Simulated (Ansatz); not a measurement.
`[SiH3]C1=C[SiH2]O1` → `C1=C[SiH2]O1` + `[SiH2]` at 600 K and 1 bar (silylene formation by 1,1-elimination).

Isolated molecules relaxed with PBE0-D4/def2-TZVP in Ansatz; ΔE leaves out vibrations. CCSD(T)/CBS is the MP2 limit (def2-TZVPP, def2-QZVPP) plus CCSD(T) − MP2 in def2-TZVPP, frozen cores. This one scheme is used for every species.

```json
{"species": "`[SiH3]C1=C[SiH2]O1`", "CCSD(T)/CBS energy (Eh)": "-733.01935", "H − E (kJ/mol)": "241.6", "S (J/(mol·K))": "435.8"}
{"species": "`C1=C[SiH2]O1`", "CCSD(T)/CBS energy (Eh)": "-442.73880", "H − E (kJ/mol)": "181.6", "S (J/(mol·K))": "345.5"}
{"species": "`[SiH2]`", "CCSD(T)/CBS energy (Eh)": "-290.19011", "H − E (kJ/mol)": "52.1", "S (J/(mol·K))": "233.9"}
```

H − E and S are ideal-gas, rigid-rotor, harmonic terms from PBE0-D4/def2-TZVP. 1 Eh = 2625.50 kJ/mol, R = 8.31446 J/(mol·K).

Problem. By hand: ΔE, ΔH, ΔS and ΔG.

Solution. ΔE = (-442.73880) + (-290.19011) − (-733.01935) = 0.09044 Eh = 237.5 kJ/mol. Δ(H − E) = 181.6 + 52.1 − 241.6 = -7.9, so ΔH = 229.6 kJ/mol. ΔS = 345.5 + 233.9 − 435.8 = 143.6 J/(mol·K). ΔG = 229.6 − 600 × (143.6)/1000 = 143.4 kJ/mol.

Problem. By hand: the equilibrium constant, and the temperature at which ΔG would vanish if ΔH and ΔS stayed fixed.

Solution. log₁₀ K = −ΔG/(RT ln 10) = -12.5. ΔG = 0 at ΔH/ΔS = 1599 K.

The number of gas molecules changes by +1, which sets the sign of ΔS. A doubt of 5 kJ/mol in ΔE shifts log₁₀ K by 0.4 here. These are equilibria of isolated gas molecules and say nothing of rates. Largest T1 diagnostic: 0.014 (customary marks: 0.02 for closed shells, 0.045 for open ones).
